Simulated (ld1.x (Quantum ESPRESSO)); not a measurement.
Values are calculated unless marked as measured or tabulated.
**Pseudopotentials across the periodic table**

Generated with ld1.x 7.5 (TM, RRKJ, ultrasoft, PAW), atompaw 4.2 or ONCVPSP 4.0.1. The cutoff is in Ry: for ld1.x and atompaw files where the sum of valence levels is converged to 10 mRy in a Bessel basis, for ONCV files where the hardest occupied wave has 1 mHa per electron of residual kinetic energy. The error is the largest all-electron minus pseudo excitation energy over each file’s own four to seven test configurations (ionisations up to +4, promotions, holes and added fractions of an electron), all of which were solved. The labels leave out finer settings (local radius, basis sizes, second energies), which also bear on the numbers. Spin-polarised tests are not counted. The rows are a selection from randomly drawn settings: files with unsolved tests, undetermined cutoffs or missed reference levels are left out.

A true bound ghost makes a file unfit for plane-wave use even where its test errors are small: the radial tests pick states by their node count and pass the ghost by.

| element | potential | cutoff (Ry) | largest error (meV) | bound ghosts |
| --- | --- | --- | --- | --- |
| Se | ultrasoft, PW91, fully relativistic, rc 1.80/2.10/1.60 (spd), local smoothed, core correction yes, reference 4s2 4p4 | 12 | -135 | d5/2, d3/2 |
| Sb | PAW, PBEsol, scalar-relativistic, rc 1.30/1.50/1.55 (spd), local smoothed, core correction yes, reference 4s2 4p6 4d10 5s2 5p3 | 70 | +223 | none |
| I | TM semilocal, PBEsol, scalar-relativistic, rc 1.40/1.75 (sp), local p, core correction yes, reference 5s2 5p4.5 | 70 | -86 | none |
| Ce | TM, PBE, scalar-relativistic, rc 3.30/3.45/3.55/2.46 (spdf), local p, core correction yes, reference 5d1 6s1.5 6p0.5 | 10 | -79 | s |

(1) Fill in the row for Pd: PAW, PBE, scalar-relativistic, rc 1.35/2.15/1.05 (spd), local smoothed, core correction yes, reference 4s2 4p6 4d9 5s1 5p0.

(2) Fill in the row for Hf: RRKJ, BLYP, scalar-relativistic, rc 2.80/2.05/1.70 (spd), local s, core correction yes, reference 5p6 5d2 6s0 6p0.

Answers

(1) cutoff 90 Ry, largest error -20 meV, bound ghosts: none.

(2) cutoff 35 Ry, largest error -684 meV, bound ghosts: none.
